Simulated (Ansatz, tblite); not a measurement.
Cost and result up the ladder for Si4 (4 atoms). The state is a singlet with charge 0. Geometry: r2SCAN-D4/def2-TZVP.

```
atom    x (Å)    y (Å)    z (Å)
 Si1  -1.0487   0.2473   1.6622
 Si2   1.0484  -0.2514  -1.6618
 Si3   1.0089  -0.0232   0.6400
 Si4  -1.0086   0.0273  -0.6404
```

Ansatz on 2 threads of Arm Neoverse V1 on a shared host; xTB runs through tblite on one thread. Times are rough, summed over both states, and most runs start from the orbitals of an earlier one. B2PLYP/def2-TZVP serves as the yardstick here, not as an exact answer. The other state is a triplet at its own geometry.

The xTB rows come from tblite. LC-ωPBE has ω = 0.4 bohr⁻¹. Correlated methods freeze 20 core orbitals. At PBE0-D4/def2-TZVP a singlet of charge 0 lies 0.69 eV below the triplet, each at its own geometry. The structure comes from a short search, and lower isomers may exist.

Run but left out: HF/STO-3G (singlet: restricted singlet, unstable in another Hartree–Fock run and untested here); HF/def2-TZVP, HF/def2-TZVPP, HF/def2-QZVPP (singlet: restricted singlet, unstable towards broken spin symmetry); MP2/def2-TZVP, MP2/def2-TZVPP, MP2/def2-QZVPP (triplet: ⟨S²⟩ 2.18, where a pure state has 2.00).

Correlated methods converge slowly with the basis.

xTB has no spin-polarisation term.

```
                         level  functions  wall time  triplet − singlet (eV)  difference from B2PLYP/def2-TZVP (eV)                                                                     remarks
                      GFN1-xTB         36    0.007 s                    0.46                                  -0.37                                                                           –
                      GFN2-xTB         36    0.016 s                    0.84                                   0.01                                                                           –
             BLYP-D4/def2-TZVP        148      5.3 s                    0.77                                  -0.06                                                                           –
           revPBE-D4/def2-TZVP        148      5.4 s                    0.64                                  -0.19                                                                           –
PBE-D4/def2-TZVP (with forces)        148      5.9 s                    0.65                                  -0.18                                                                           –
             RPA@PBE/def2-TZVP        148      9.4 s                    0.88                                   0.05                                                                           –
             LC-ωPBE/def2-TZVP        148       14 s                    0.77                                  -0.06                                                                           –
           r2SCAN-D4/def2-TZVP        148       15 s                    0.51                                  -0.32                                                                           –
              B2PLYP/def2-TZVP        148       16 s                    0.83                                   0.00                                                                           –
          r2SCAN0-D4/def2-TZVP        148       18 s                    0.56                                  -0.27                                                                           –
              B97M-V/def2-TZVP        148       22 s                    0.78                                  -0.05                                                                           –
             ωB97X-V/def2-TZVP        148       22 s                    0.98                                   0.15                                                                           –
             ωB97M-V/def2-TZVP        148       26 s                    1.04                                   0.21                                                                           –
            CCSD(T)/def2-TZVPP        168       29 s                    0.85                                   0.02  restricted SCF unstable (singlet), spin-contaminated (⟨S²⟩ 2.18) (triplet)
```
